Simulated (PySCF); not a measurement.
Mapped SMILES: `[F:1][c:2]1[cH:3][c:4]([F:5])[c:6]([F:7])[cH:8][c:9]1[F:10]` (H(Xn): hydrogen on atom n).

[PySCF 2.14.0 with density-fitted response routines: shielding tensors at PBE0/pcSseg-1 (GIAO); geometry: GFN2-xTB; no solvent; fast rotation and ring inversion assumed for equivalent nuclei; a single conformation; non-relativistic]

Problem. Predict the 2D correlation tables (HSQC, COSY, HMBC).

Solution. 

HSQC (one-bond C–H):
```
                δH             δC
7.36 (H(C3)/H(C8))  114.3 (C3/C8)
```

HMBC (two and three bonds, from the bond graph):
```
                δH                   δC
7.36 (H(C3)/H(C8))  155.7 (C2/C4/C6/C9)
```

No COSY cross peaks are expected.

Shifts are taken against calculated references (same method and geometry level): 1H (σ = 31.72 ppm) and 13C (σ = 186.93 ppm) against TMS.

Shifts are as computed. Against solution values, carbons near 30 ppm lie about +3 ppm off and those near 130 ppm about +5 ppm. Of 1211 compounds with measured shifts, 218 miss one by over three times the rms of a fit or turn the order of signals round; such compounds aren't used in these exercises.
